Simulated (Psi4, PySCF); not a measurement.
Here is a job for Psi4.
```
memory 2 GB

molecule {
-1 2
Zn   -0.44726896   -0.63134001   -0.74342448
Br   -0.03145420    2.05256578   -1.06046508
Br    0.41482759   -1.51141719    1.69768606
}

set {
  basis 6-31g*
  reference uhf
  scf_type pk
  puream true
  d_convergence 1e-8
}

energy('scf')
print_variables()
```

Task: Give the equivalent PySCF input.

Result: One answer among several that fit: 
```python
from pyscf import gto, scf

mol = gto.M(
    atom='''
Zn   -0.447269   -0.631340   -0.743424
Br   -0.031454    2.052566   -1.060465
Br    0.414828   -1.511417    1.697686
''',
    basis='6-31g*',
    charge=-1,
    spin=1,
    verbose=4,
)

mf = scf.UHF(mol)
mf.kernel()
```

Both were run: Psi4 gave -6921.853182 Eh and PySCF -6921.853182 Eh, 0.000 mEh apart.
